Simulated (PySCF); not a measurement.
## Exercise with solution: oscillator strength and radiative lifetime

C3H6GeO, SMILES O=C1[CH2][GeH2][CH2]1.

The structure is a stationary point at B3LYP-D3(BJ)/def2-SVP. This is a generated structure with no PubChem entry under its InChIKey; it may be hypothetical.

TDA-PBE/def2-SVPD (PySCF) puts the first singlet state with f over 0.02 at 5.24 eV (vertical), with the transition dipole (-0.530, -0.028, 0.000) in atomic units.

Question: Find the oscillator strength, the wavelength and the radiative lifetime that this transition would have in vacuum if emission retraced absorption.

Answer: 
|μ|² = 0.2817 au, so |μ| = 1.35 D. ΔE = 5.24/27.211 = 0.1926 hartree. f = (2/3) ΔE |μ|² = 0.036 (the program prints 0.036).
λ = 1239.84/5.24 = 237 nm; ν = 42263 cm⁻¹.
Einstein's coefficient A = 0.6670 ν² f s⁻¹ (ν in cm⁻¹) = 4.3e7 s⁻¹, so τ = 1/A = 23 ns. This state is S2; the lower singlet has f = 0.000. The figure is the radiative limit of this one transition; relaxation, internal conversion, crossing to triplets and a medium change what is measured.
